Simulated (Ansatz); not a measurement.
Ideal-gas functions of FH₃NNbO₂, SMILES `[NH2][Nb](=[O])([OH])[F]` at 298.15 K and 1 bar, from an Ansatz frequency run at PBE0-D4/def2-TZVP.

Molar mass 160.93 g/mol, point group C1 (symmetry number 1), electronic degeneracy 1, moments of inertia 154.222, 158.111, 179.264 u Å². Harmonic wavenumbers (cm⁻¹, unscaled): 184, 190, 196, 218, 233, 375, 383, 480, 525, 593, 678, 708, 734, 1048, 1542, 3571, 3674, 3929.

Use S(trans) = R[1.5 ln M + 2.5 ln T − 1.1517]; rotational temperatures θ = 24.2544 K / I; S(rot) = R[ln(√π/σ · √(T³/θAθBθC)) + 1.5]; for each mode x = 1.438777 ν̃/T, S = R[x/(eˣ − 1) − ln(1 − e⁻ˣ)] and H = RT x/(eˣ − 1); 1 cm⁻¹ = 0.0119627 kJ/mol; R = 8.31446 J/(mol·K).

**Question.** By hand: the entropy, in J/(mol·K).

**Answer.** Translation 172.2. Rotation: θ = 0.1573, 0.1534, 0.1353 K, giving 112.1. Vibration, mode by mode: 9.57, 9.32, 9.08, 8.27, 7.76, 4.43, 4.30, 2.97, 2.50, 1.93, 1.39, 1.24, 1.12, 0.32, 0.04, 0.00, 0.00, 0.00, in all 64.3. Electronic 0.0. Sum 348.6 J/(mol·K).

**Question.** By hand: H − E and G − E in kJ/mol, counted from the electronic energy.

**Answer.** Zero-point energy ½ × 19261 × 0.0119627 = 115.2; thermal vibration 11.6; translation, rotation and pV give 4 RT = 9.9. H − E = 136.7 kJ/mol, and G − E = 136.7 − 298.15 × 348.6/1000 = 32.8 kJ/mol.

Vibration gives 18 % of the entropy. The sum counts one conformer and one mirror image; others add a mixing term.
